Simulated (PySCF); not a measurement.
C2H8N, charge +1.

```xyz
11

C     -0.2679    -1.2960     0.0000
C      0.6049    -0.0576     0.0000
N     -0.2433     1.2059     0.0000
H      0.3810    -2.1841     0.0000
H     -0.9033    -1.3531    -0.8980
H     -0.9033    -1.3531     0.8980
H      1.2443     0.0083     0.8917
H      1.2443     0.0083    -0.8917
H      0.3313     2.0611     0.0000
H     -0.8568     1.2467     0.8277
H     -0.8568     1.2467    -0.8277
```
Charge +1, spin multiplicity 1.

Geometry: B3LYP-D3(BJ)/def2-SVP. The isomer is the one that the SMILES or the coordinates give; other isomers of the formula were not compared.

The numbers are results of B3LYP/pcSseg-1 (PySCF), not measurements. Non-relativistic, no solvent.

Question: Give the absolute GIAO shielding of each atom: isotropic value and principal components (ppm). (The exact figures need the calculation; the answer reports its results.)

Answer: 
| atom | σ(iso) | σ11 | σ22 | σ33 | span |
|---|---|---|---|---|---|
| C1 | 164.1 | 151.0 | 161.9 | 179.5 | 28.5 |
| C2 | 130.0 | 99.7 | 127.2 | 163.0 | 63.4 |
| N3 | 198.3 | 184.3 | 191.4 | 219.1 | 34.8 |
| H4 | 29.0 | 24.9 | 25.9 | 36.2 | 11.4 |
| H5 | 29.6 | 25.7 | 27.6 | 35.6 | 9.9 |
| H6 | 29.6 | 25.7 | 27.6 | 35.6 | 9.9 |
| H7 | 27.7 | 23.1 | 27.0 | 33.0 | 9.9 |
| H8 | 27.7 | 23.1 | 27.0 | 33.0 | 9.9 |
| H9 | 26.6 | 20.2 | 22.3 | 37.2 | 16.9 |
| H10 | 27.1 | 21.7 | 23.5 | 36.0 | 14.4 |
| H11 | 27.1 | 21.7 | 23.5 | 36.0 | 14.4 |
